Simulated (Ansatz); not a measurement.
FH₅N₂OSi (`N[Si](N)(O)F`). The species carries charge 0 and has multiplicity 1.

```xyz
10

N    -1.043   -1.064    0.462
Si   -0.138    0.285    0.016
N     1.084   -0.199   -1.055
O     0.268    0.974    1.445
F    -0.901    1.426   -0.815
H    -1.304   -1.771   -0.201
H    -1.598   -1.078    1.299
H     1.416    0.414   -1.779
H     1.759   -0.900   -0.803
H     0.457    1.913    1.432
```

What are the harmonic wavenumbers in cm⁻¹ at PBE0-D4/def2-TZVP (Ansatz, finite differences of forces, unscaled)? (Estimate.)

Computed: 158, 230, 264, 272, 323, 345, 352, 356, 380, 444, 761, 790, 818, 844, 903, 982, 995, 1574, 1579, 3630, 3637, 3727, 3738, 3935.

Is this a minimum?

Yes, all 24 modes are real.

Give the ideal-gas thermochemistry at 298.15 K and 1 bar (rigid rotor, harmonic oscillator; point group C1, symmetry number 1).

Zero-point energy 185.6 kJ/mol; H(298) − E = 207.6 kJ/mol; entropy 340.0 J/(mol·K), of which translation 165.8, rotation 109.5, vibration 64.8; G(298) − E = 106.2 kJ/mol.

And at 400, 500, 600, 800 and 1000 K?


```csv
T (K),H − E (kJ/mol),S (J/mol/K),G − E (kJ/mol)
400,220.7,377.6,69.6
500,235.1,409.6,30.2
600,250.6,437.9,-12.2
800,283.9,485.7,-104.7
1000,319.5,525.4,-205.9
```
